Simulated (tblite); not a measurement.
Species: C2H12OSSi3.
Atom-mapped SMILES: `[CH3:1][C@@H:2]([SiH2:3][O:4][SiH3:5])[S:6][SiH3:7]` (hydrogens: H8, H9, H10 on C1; H11 on C2; H12, H13 on Si3; H14, H15, H16 on Si5; H17, H18, H19 on Si7)

Structure optimised with GFN2-xTB, isolated species.

(1) Give the optimised bond lengths and angles.

Answers

(1) 
```
                     bond  length (Å)
                    C1–C2       1.517
                   C2–Si3       1.911
                   Si3–O4       1.610
                   O4–Si5       1.628
                    C2–S6       1.848
                   S6–Si7       2.135
     C1–H8, C1–H9, C1–H10       1.090
                   C2–H11       1.091
                  Si3–H12       1.458
                  Si3–H13       1.462
Si5–H14, Si5–H15, Si5–H16       1.461
         Si7–H17, Si7–H19       1.461
                  Si7–H18       1.451
```

Bonds in one row agree within 0.01 Å and their mean is given. A selection of angles:
```
      angle  degrees
   C2–C1–H8    109.9
   C2–C1–H9    111.3
   H8–C1–H9    108.3
  H8–C1–H10    108.7
  C1–C2–Si3    113.7
   C1–C2–S6    109.6
  C1–C2–H11    109.9
  Si3–C2–S6    107.7
 Si3–C2–H11    109.6
  S6–C2–H11    106.0
  C2–Si3–O4    110.1
 C2–Si3–H12    109.6
 C2–Si3–H13    108.8
 O4–Si3–H12    108.0
 O4–Si3–H13    105.5
H12–Si3–H13    114.8
 Si3–O4–Si5    156.5
 O4–Si5–H14    109.4
 O4–Si5–H15    105.5
 O4–Si5–H16    103.8
H14–Si5–H15    111.8
H14–Si5–H16    113.2
  C2–S6–Si7    100.5
 S6–Si7–H17    108.1
 S6–Si7–H18    104.2
 S6–Si7–H19    109.3
H17–Si7–H18    113.1
H17–Si7–H19    109.4
H18–Si7–H19    112.4
```

Dihedral angles: C1–C2–Si3–O4 55° (synclinal); C2–Si3–O4–Si5 20° (synperiplanar); C1–C2–S6–Si7 93° (anticlinal).

S6 (sulfur bonded to C and Si) is bent (angle 100.5°). Si7 (SiH3 silicon) is distorted tetrahedral (angles from 104.2° to 113.1°). Of the pairs four or more bonds apart, Si5···H8 is among the closest relative to their van der Waals radii: 3.24 Å, 98 % of the sum of Bondi's values. Si5 (oxygen-bound silicon) is distorted tetrahedral (angles from 103.8° to 113.2°). Si3 (oxygen-bound silicon) is distorted tetrahedral (angles from 105.5° to 114.8°).

Point group: C1 (no symmetry element, even within 0.4 Å). Its GFN2-xTB frequencies are all real (lowest 27 cm⁻¹). The numbers are those of one conformer.

Time: 1.6 s of wall time. Hardware: Arm Neoverse V2, one thread, no GPU, shared host with 32 logical CPUs at a one-minute load of 12. These figures are those of the optimisation.

These are computed values.
